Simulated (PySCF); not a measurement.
Sc⁺: excitation energy

Sc⁺ [Ar] 3d1 4s1 (3D) → Sc⁺ [Ar] 3d2 (3F), as a difference of total energies. All numbers are calculated (PySCF 2.14, the non-relativistic Hamiltonian (point nucleus), in dyall-av2z (16s12p7d2f, 101 functions)). Correlated levels: valence: [Ar] frozen; virtual orbitals above 40 to 60 times the deepest correlated orbital energy dropped. The calculations carry no spin-orbit coupling.

```
           method  excitation energy (cm⁻¹)
              UHF                    6502.8
             PBE0                    1252.3
           r2SCAN                    95.476
            TPSSh                   -443.15
             PW91                    509.85
           B2PLYP                    3146.6
            wB97X                   -43.963
    MP2 (valence)                    6045.8
SCS-MP2 (valence)                    6350.5
```

Question: Estimate what PBE gives.

Answer: 781.39 cm⁻¹, closest to PW91 among the rows shown.

Question: Estimate what LDA gives.

Answer: 1407.5 cm⁻¹, closest to PBE0 among the rows shown.

These non-relativistic numbers lack the scalar-relativistic shift.

Errors of the correlated levels include the incompleteness of this basis and the frozen core.

For comparison: 4803.5 cm⁻¹ (measured; NIST levels, between the centres of gravity of the two terms).
